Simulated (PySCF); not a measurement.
C₂H₁₃O₂PSi₃: full NMR table

| Quantity | Value |
| --- | --- |
| Formula | C2H13O2PSi3 |
| SMILES | CO[SiH](OC)P([SiH3])[SiH3] |
| InChI | InChI=1S/C2H13O2PSi3/c1-3-8(4-2)5(6)7/h8H,1-2,6-7H3 |
| Point group of the computed structure | C1 |
| Carbon signals | 1 |
| Proton signals | 3 |

Structure with atom numbers: `[CH3:1][O:2][SiH:3]([O:4][CH3:5])[P:6]([SiH3:7])[SiH3:8]` (H(Xn): hydrogen on atom n).

How the numbers were obtained: shieldings: GIAO PBE0/pcSseg-1, geometry: GFN2-xTB, in PySCF 2.14 (in vacuum, equivalent nuclei averaged, non-relativistic Hamiltonian, single conformer).

Chemical shifts δ = σref − σ; 1H (31.72 ppm), 13C (186.93 ppm), 29Si (349.16 ppm) vs TMS; 31P (318.38 ppm) vs H3PO4; 17O (336.08 ppm) vs H2O, all at this level.

| carbon | δC, type | δH (multiplicity) | HMBC from (2–3 bonds) | span of the C tensor (ppm) |
| --- | --- | --- | --- | --- |
| C1/C5 | 53.0, CH3 | 3.84 (s) | H(Si3) | 78 |

Other nuclei:
| atoms | nucleus | environment | δ (ppm) | σ (ppm) |
| --- | --- | --- | --- | --- |
| H(Si3) | 1H | hydrogen on a silicon bonded to 2 O, P | 5.34 | 26.38 |
| H(Si7)/H(Si8) | 1H | hydrogen on a silicon bonded to P | 4.12 | 27.59 |
| P6 | 31P | phosphorus bonded to 3 Si | -352.0 | 670.3 |
| Si3 | 29Si | silicon bonded to 2 O, P, H | -13.0 | 362.2 |
| Si7/Si8 | 29Si | silicon bonded to P, 3 H | -83.2 | 432.4 |
| O2/O4 | 17O | oxygen bonded to C, Si | 31.6 | 304.5 |

δC 53.0: methyl carbon bonded to O; the inductive effect lowers its shielding. δH 5.34: hydrogen on a silicon bonded to 2 O, P. δH 4.12: hydrogen on a silicon bonded to P. δH 3.84: hydrogen on a methyl carbon bonded to O; its carbon carries O, which withdraws density.

Splittings by 31P in the carbon and heteronuclear signals aren't shown, as no couplings were computed. Shifts are as computed. Against solution values, carbons near 30 ppm lie about +3 ppm off and those near 130 ppm about +5 ppm. Of 1211 compounds with measured shifts, 218 miss one by over three times the rms of a fit or turn the order of signals round; such compounds aren't used in these exercises. Experimental scales use liquid or dissolved standards, which lie at an offset from isolated H2O (liquid H2O: subtract about 36 ppm) and H3PO4. No couplings were computed; multiplicities are counted from neighbouring protons, with m where these are inequivalent, close in shift, in a saturated or five-membered ring or joined by F or P, and br s for small geminal =CH2 splittings.
